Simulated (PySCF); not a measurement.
**Building multiplets from coupling constants**

Structure with atom numbers: `[CH:1]#[C:2][C@@H:3]1[CH2:4][C@@:5]2([O:6][CH:7]=[O:8])[CH2:9][CH2:10][C@@H:11]1[CH2:12]2`; H(Xn) means a hydrogen on atom n. Ha(C4), Ha(C12) are cis to C2 on the ring; Ha(C9), Ha(C10) are cis to C3 on the ring; Hb(C4), Hb(C12) are trans to C2 on the ring; Hb(C9), Hb(C10) are trans to C3 on the ring.

[PySCF 2.14.0 with density-fitted response routines: geometry: PBE0-D3(BJ)/def2-SVP; KT2/pcSseg-1 with gauge-including orbitals; J couplings at B3LYP/pcJ-1 (without the spin–dipole term); no solvent model; non-relativistic; single conformer]

Shifts are taken against calculated references (same method and geometry level): 1H, 13C against TMS.

Spectrometer: 800 MHz for 1H. First-order analysis; couplings under 1 Hz (under 4 Hz in carbon signals) are ignored, and nearly equal couplings are merged; the smaller ones broaden or split the lines further.

Q: What pattern does Ha(C12) show (1H)?

A: A doublet of quartets at δ 2.07: 10.3 Hz to Hb(C12) (1 × 1H, 2 bonds away), 2.2 Hz to Ha(C10) and Ha(C9) and H(C11) (3 × 1H, 3 or 4 bonds away). Lines in Hz from the centre (relative intensity): +8.4 (1), +6.2 (3), +4.0 (3), +1.9 (1), -1.9 (1), -4.0 (3), -6.2 (3), -8.4 (1). The outer lines are 16.9 Hz apart, the sum of the couplings kept, or 0.021 ppm at this field.

Q: What pattern does Hb(C4) show (1H)?

A: A doublet of doublets of doublets at δ 2.91: 13.7 Hz to Ha(C4) (1 × 1H, 2 bonds away), 10.7 Hz to H(C3) (1 × 1H, 3 bonds away), 2.3 Hz to Hb(C12) (1 × 1H, 4 bonds away). Lines in Hz from the centre (relative intensity): +13.3 (1), +11.1 (1), +2.6 (1), +0.3 (1), -0.3 (1), -2.6 (1), -11.1 (1), -13.3 (1). The outer lines are 26.7 Hz apart, the sum of the couplings kept, or 0.033 ppm at this field.

Q: What pattern does C2 show in the proton-coupled 13C spectrum?

A: A doublet of doublets of doublets at δ 84.4: 51.4 Hz to H(C1) (1 × 1H, 2 bonds away), 10.7 Hz to Ha(C4) (1 × 1H, 3 bonds away), 10.0 Hz to H(C3) (1 × 1H, 2 bonds away). Lines in Hz from the centre (relative intensity): +36.0 (1), +26.1 (1), +25.4 (1), +15.3 (1), -15.3 (1), -25.4 (1), -26.1 (1), -36.0 (1). The outer lines are 72.1 Hz apart, the sum of the couplings kept, or 0.358 ppm at this field.

Q: What pattern does Hb(C10) show (1H)?

A: A triplet of triplets at δ 1.87: 14.5 Hz to Hb(C9) and Ha(C10) (2 × 1H, 2 or 3 bonds away), 5.2 Hz to H(C11) and Ha(C9) (2 × 1H, 3 bonds away). Lines in Hz from the centre (relative intensity): +19.7 (1), +14.5 (2), +9.3 (1), +5.2 (2), +0.0 (4), -5.2 (2), -9.3 (1), -14.5 (2), -19.7 (1). The outer lines are 39.4 Hz apart, the sum of the couplings kept, or 0.049 ppm at this field.

Unscaled 3J(H,H) at this level run about 10 % above measured values.
